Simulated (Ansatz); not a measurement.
Total energies of CBF$_{5}$O (`FB(F)OC(F)(F)F`).

```json
{"atom": "F1", "x (Å)": "1.323", "y (Å)": "-1.315", "z (Å)": "-0.453"}
{"atom": "B2", "x (Å)": "1.359", "y (Å)": "-0.074", "z (Å)": "-0.029"}
{"atom": "F3", "x (Å)": "2.507", "y (Å)": "0.521", "z (Å)": "0.171"}
{"atom": "O4", "x (Å)": "0.227", "y (Å)": "0.652", "z (Å)": "0.222"}
{"atom": "C5", "x (Å)": "-1.028", "y (Å)": "0.170", "z (Å)": "0.061"}
{"atom": "F6", "x (Å)": "-1.255", "y (Å)": "-0.190", "z (Å)": "-1.199"}
{"atom": "F7", "x (Å)": "-1.250", "y (Å)": "-0.885", "z (Å)": "0.839"}
{"atom": "F8", "x (Å)": "-1.883", "y (Å)": "1.121", "z (Å)": "0.388"}
```

Charge 0, multiplicity 1. All single points use the PBE0-D4/def2-TZVP geometry. It is one conformer, not always the lowest. Basis def2-TZVPP, Ansatz 0.2.0.

RPA on PBE orbitals: Hartree–Fock energy of these orbitals -634.99850 Eh, correlation -2.52999 Eh (frozen core).

| functional | energy without D4 (Eh) | D4 term (kJ/mol) |
| --- | --- | --- |
| revPBE | -637.64200 | -54.4 |
| BLYP | -637.79958 | -34.6 |
| r2SCAN | -637.60068 | -3.8 |
| B97M-V | -637.68141 | – |
| B3LYP | -637.86662 | -24.3 |
| r2SCANh | -637.56651 | -4.0 |
| r2SCAN0 | -637.51725 | -4.4 |
| HSE06 (plane-wave form) | -637.21640 | -11.6 |
| CAM-B3LYP | -637.71183 | -12.6 |
| LC-ωPBE | -637.50907 | – |

Question: Give the same for LDA (SPW92), PBE, PBE0, BHLYP, ωB97X-V, ωB97M-V, B2PLYP, PBE-QIDH. (An estimate is asked.)

Answer: Ansatz gave: 
```csv
functional,energy without D4 (Eh),D4 term (kJ/mol)
LDA (SPW92),-633.58962,–
PBE,-637.23894,-15.2
PBE0,-637.24214,-12.7
BHLYP,-637.62568,-16.5
ωB97X-V,-637.66139,–
ωB97M-V,-637.72665,–
B2PLYP,-637.51173,–
PBE-QIDH,-637.16766,–
```

B3LYP takes the VWN-RPA correlation (the form of Gaussian; ORCA's B3LYP/G). HSE06 is the plane-wave form, built on full-range PBE exchange. The double hybrids freeze the cores in their second-order part.

LC-ωPBE has ω = 0.4 bohr⁻¹.
